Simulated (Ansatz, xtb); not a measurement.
# C6H7FSi: which of two isomers lies lower

Structure a: `Fc1ccccc1[SiH3]`, a singlet. Structure b: `Fc1cccc([SiH3])c1`, a singlet. Both are isolated molecules in the gas phase, relaxed with PBE-D3(BJ)/def2-SVP.

a (Å):

```yaml
atoms:
  - { symbol: C, position_ang: [-0.2831, -0.3324, -0.7813] }
  - { symbol: C, position_ang: [-0.6368, -1.6134, -1.2163] }
  - { symbol: C, position_ang: [-0.6692, -2.6541, -0.2754] }
  - { symbol: C, position_ang: [-0.3520, -2.4031, 1.0694] }
  - { symbol: C, position_ang: [-0.0008, -1.1057, 1.4744] }
  - { symbol: C, position_ang: [0.0417, -0.0356, 0.5534] }
  - { symbol: F, position_ang: [-0.2507, 0.6737, -1.6855] }
  - { symbol: Si, position_ang: [0.5078, 1.7255, 1.0498] }
  - { symbol: H, position_ang: [-0.8795, -1.7767, -2.2761] }
  - { symbol: H, position_ang: [-0.9453, -3.6690, -0.5994] }
  - { symbol: H, position_ang: [-0.3782, -3.2207, 1.8048] }
  - { symbol: H, position_ang: [0.2470, -0.9150, 2.5307] }
  - { symbol: H, position_ang: [0.7973, 1.7176, 2.5256] }
  - { symbol: H, position_ang: [-0.6155, 2.6855, 0.7716] }
  - { symbol: H, position_ang: [1.7289, 2.1955, 0.3090] }
```

b (Å):

| atom | x (Å) | y (Å) | z (Å) |
| --- | --- | --- | --- |
| C | -0.3105 | -0.3003 | -1.5337 |
| C | -1.2712 | -1.3111 | -1.4046 |
| C | -1.4892 | -1.8711 | -0.1374 |
| C | -0.7576 | -1.4236 | 0.9745 |
| C | 0.2087 | -0.4014 | 0.8392 |
| C | 0.4279 | 0.1596 | -0.4377 |
| F | -0.0895 | 0.2418 | -2.7462 |
| Si | 1.1639 | 0.2349 | 2.3400 |
| H | -1.8267 | -1.6437 | -2.2932 |
| H | -2.2379 | -2.6692 | -0.0193 |
| H | -0.9402 | -1.8813 | 1.9592 |
| H | 1.1770 | -0.8213 | 3.4106 |
| H | 2.5751 | 0.5779 | 1.9466 |
| H | 0.5223 | 1.4759 | 2.9035 |
| H | 1.1723 | 0.9531 | -0.6059 |

Quicker runs give these differences E(b) − E(a): GFN2-xTB +6.25 kJ/mol; HF/STO-3G +6.17 kJ/mol (at GFN2-xTB geometries); r2SCAN-D4/def2-SVP +11.27 kJ/mol (at GFN2-xTB geometries).

Estimate E(b) − E(a) at the level CCSD(T)/def2-SVP + ΔMP2/def2-TZVPP.

Calculated at CCSD(T)/def2-SVP + ΔMP2/def2-TZVPP: E(b) − E(a) = +7.78 kJ/mol, so structure a lies lower.

Level by level:

```tsv
level	geometry	E(b) − E(a) (kJ/mol)	departure from the last row (kJ/mol)	job, with rough time for the two
GFN2-xTB	GFN2-xTB	+6.25	−1.53	optimisation, 0.13 s
HF/STO-3G	GFN2-xTB	+6.17	−1.61	single point, 0.44 s
r2SCAN-D4/def2-SVP	GFN2-xTB	+11.27	+3.49	single point, 4.4 s
PBE-D3(BJ)/def2-SVP	PBE-D3(BJ)/def2-SVP	+10.01	+2.23	optimisation, 19 s
HF/def2-SVP	PBE-D3(BJ)/def2-SVP	+9.85	+2.07	part of the CCSD(T) run
MP2/def2-SVP	PBE-D3(BJ)/def2-SVP	+10.28	+2.50	part of the CCSD(T) run
CCSD(T)/def2-SVP	PBE-D3(BJ)/def2-SVP	+10.34	+2.56	single point
CCSD(T)/def2-SVP + ΔMP2/def2-TZVPP	PBE-D3(BJ)/def2-SVP	+7.78		single point, 1.9 min
```

As drawn, both hold the same kinds of bond in the same numbers.

None of the levels shown reverses the order. The largest departure from CCSD(T)/def2-SVP + ΔMP2/def2-TZVPP is that of r2SCAN-D4/def2-SVP, 3.49 kJ/mol. A small imaginary or near-zero mode remains, so no thermal terms are given. The last row adds to CCSD(T) the change of the MP2 difference between the two basis sets, here −2.56 kJ/mol.

The correlated steps freeze 12 core orbitals. Codes used: Ansatz 0.2.0, xtb 6.7.1; the last row on 4 threads of Arm Neoverse V1 on a shared host.
